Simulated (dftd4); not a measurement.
Br5Ta, triplet, at a GFN2-xTB geometry (such geometries of metal compounds can be far from the true shape) (the multiplicity is a formal guess); dftd4 4.2.0 with D4 for bp86.

Here is a job for dftd4.
```
$ dftd4 mol.xyz --func bp86 --charge 0 --json dftd4.json --noedisp --property

# file mol.xyz
6

Ta     0.00000000    -0.00000000    -0.00000000
Br     1.88152965    -0.55969072     1.74405200
Br    -1.88152965     0.55969072    -1.74405200
Br     0.40586108     2.42269159     0.33962195
Br     1.25329277    -1.23404774    -1.74810876
Br    -1.65915386    -1.18864385     1.40848681
```

Task: Write the output that dftd4 gives for this input, abridged.

Result: 
```
                    ____  _____ _____     ____  _  _
      -------------|  _ \|  ___|_   _|---|  _ \| || |------------
     |             | | | | |_    | | ___ | | | | || |_           |
     |             | |_| |  _|   | ||___|| |_| |__   _|          |
     |             |____/|_|     |_|     |____/   |_|            |
     |             ===================================           |
     |            E. Caldeweyher, S. Ehlert & S. Grimme          |
     |          Mulliken Center for Theoretical Chemistry        |
     |                    University of Bonn                     |
      -----------------------------------------------------------

Rational (Becke-Johnson) damping: bp86-D4-ATM
---------------------
  s6         1.0000
  s8         3.3550
  s9         1.0000
  a1         0.4365
  a2         4.9241
 alp        16.0000
--------------------

Atomic data, radii in Ångström:
------------------------------------------------------
   Z          R(cov)      r4/r2   hardness         EN
------------------------------------------------------
  73 Ta       1.7467     4.0776     0.3639     1.5000
  35 Br       1.5200     2.4294     0.4345     2.9600
------------------------------------------------------

Atomic reference systems (in atomic units):
----------------------------------------------------------------------------
   Z        #      CN     q+Z       C6(AA)   #      CN     q+Z       C6(AA)
----------------------------------------------------------------------------
  73 Ta     1  0.0000 13.0000    1190.3266   2  1.7167 13.2352     601.9649
            3  2.5570 13.3098     387.5054   4  3.9630 14.0930     136.1243
  35 Br     1  0.0000 35.0000     167.8010   2  0.8714 34.8551     184.6349
----------------------------------------------------------------------------

Atomic properties (in atomic units):
----------------------------------------------------------------------------
     #    Z              CN          q      C6(AA)        C8(AA)   alpha(0)
----------------------------------------------------------------------------
     1   73 Ta       3.8653     0.9153    143.8994    25632.5680    17.6896
     2   35 Br       0.8345    -0.1596    184.8346    11686.9044    21.9340
     3   35 Br       0.8345    -0.1596    184.8346    11686.9044    21.9340
     4   35 Br       0.8224    -0.1987    185.8901    11753.6453    21.9964
     5   35 Br       0.8224    -0.1987    185.8901    11753.6453    21.9964
     6   35 Br       0.8224    -0.1987    185.8901    11753.6453    21.9964
----------------------------------------------------------------------------

Molecular properties (in atomic units):
----------------------------------------
 molecular C6                6402.9784
 molecular C8              490984.6414
----------------------------------------

Dispersion energy:      -2.0332883920093E-02 Eh

[Info] JSON dump of results written to 'dftd4.json'
```
